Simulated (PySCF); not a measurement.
Geometry:
```json
{"atom": "B1", "x (Å)": "-0.002", "y (Å)": "-0.001", "z (Å)": "-0.001"}
{"atom": "N2", "x (Å)": "1.424", "y (Å)": "-0.030", "z (Å)": "-0.077"}
{"atom": "H3", "x (Å)": "1.963", "y (Å)": "-0.878", "z (Å)": "0.008"}
{"atom": "H4", "x (Å)": "1.991", "y (Å)": "0.803", "z (Å)": "-0.113"}
{"atom": "N5", "x (Å)": "-0.700", "y (Å)": "1.246", "z (Å)": "-0.090"}
{"atom": "H6", "x (Å)": "-1.684", "y (Å)": "1.318", "z (Å)": "0.123"}
{"atom": "H7", "x (Å)": "-0.223", "y (Å)": "2.132", "z (Å)": "-0.022"}
{"atom": "N8", "x (Å)": "-0.737", "y (Å)": "-1.220", "z (Å)": "0.162"}
{"atom": "H9", "x (Å)": "-0.300", "y (Å)": "-2.118", "z (Å)": "0.013"}
{"atom": "H10", "x (Å)": "-1.732", "y (Å)": "-1.252", "z (Å)": "-0.004"}
```

Geometry: PBE0-D3(BJ)/def2-SVP; GIAO shifts from PySCF 2.14, gas phase, non-relativistic, averaged over equivalent atoms.

At PBE0/pcSseg-1 (98 basis functions, 5.4 s wall time on 1 thread of an x86-64 server CPU, shared host):
```csv
atoms,δ (ppm)
B1,21.8
N2/N5/N8,40.3
H3/H4/H6/H7/H9/H10,0.88
```

δ = σ(ref) − σ, references computed at the same level: BF3·OEt2 for 11B (σ = 100.73 ppm); 15N (σ = 265.67 ppm) against NH3; TMS for 1H (σ = 31.27 ppm).

Question: What do these become at B3LYP/pcSseg-1?

Answer: 
| atoms | δ at B3LYP/pcSseg-1 | change |
| --- | --- | --- |
| B1 | 22.4 | +0.6 |
| N2/N5/N8 | 40.7 | +0.4 |
| H3/H4/H6/H7/H9/H10 | 0.81 | -0.07 |

Scale: BF3·OEt2 for 11B (97.83 ppm); NH3 for 15N (263.54 ppm); 1H (31.38 ppm) vs TMS (reference shieldings calculated alike).

The largest change is at B1 (boron bonded to 3 N). Cost: 98 basis functions, 4.3 s wall time on 1 thread of an x86-64 server CPU, shared host.

Experimental scales use liquid or dissolved standards, which lie at an offset from isolated NH3 (liquid NH3: subtract about 20 ppm).
